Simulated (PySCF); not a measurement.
N (nitrogen, neutral) across methods

[He] 2s1 2p4, high-spin 4P determinant (an excited configuration). All numbers are calculated (PySCF 2.14, the non-relativistic Hamiltonian (point nucleus), in dyall-av2z).

```csv
method,E (hartree),mean ε 2s α (eV),mean ε 2p α (eV),mean ε 2p β (eV),Σ⟨r²⟩ (bohr²),⟨S²⟩
r2SCAN,-54.2020,-22.347,-9.709,-5.269,13.37,3.772
revPBE,-54.2085,-20.742,-8.978,-5.249,13.52,3.761
PBE0,-54.1535,-23.846,-11.002,-6.352,13.35,3.765
LDA,-53.7462,-20.504,-9.157,-5.113,13.66,3.765
HSE06,-54.1598,-23.391,-10.577,-5.968,13.34,3.764
UHF,-54.00204,-33.258,-16.975,-8.132,13.61,3.809
CAM-B3LYP,-54.1869,-25.161,-12.411,-8.043,13.43,3.764
wB97X-V,-54.1801,-26.384,-13.422,-8.971,13.42,3.764
PBE,-54.1514,-20.705,-9.013,-5.231,13.54,3.761
```
